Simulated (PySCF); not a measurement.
C2H5NOSi.

```xyz
10

C      2.3956    -0.7499     0.5464
C      1.2234    -0.4500     0.4093
Si    -0.5504     0.0157     0.2202
N     -1.0309    -0.7002    -1.2695
O     -0.7612     1.6672     0.2230
H      3.4301    -1.0138     0.6715
H     -1.3145    -0.4142     1.4143
H     -0.4429    -1.3874    -1.7281
H     -2.0033    -0.7785    -1.5478
H     -0.3715     2.1367    -0.5252
```

Coordinates come from a B3LYP-D3(BJ)/def2-SVP optimisation. The structure was generated by enumeration; whether it is a known compound was not checked. The values are those of a single conformer.

These are PBE/pcSseg-1 (PySCF) values and carry that method's errors. Non-relativistic, no solvent.

Computed absolute GIAO shielding of each atom: isotropic value and principal components (ppm):
```tsv
atom	σ(iso)	σ11	σ22	σ33	span
C1	86.4	2.8	6.8	249.8	247.1
C2	92.4	-8.4	-2.5	288.2	296.7
Si3	385.1	340.0	390.8	424.6	84.6
N4	224.0	189.1	224.0	258.8	69.6
O5	256.2	217.9	271.0	279.5	61.6
H6	29.3	24.5	24.5	38.8	14.3
H7	26.3	23.2	23.9	31.6	8.4
H8	30.0	23.6	27.1	39.4	15.7
H9	30.3	24.0	26.1	40.9	16.9
H10	29.7	23.2	25.1	40.7	17.5
```
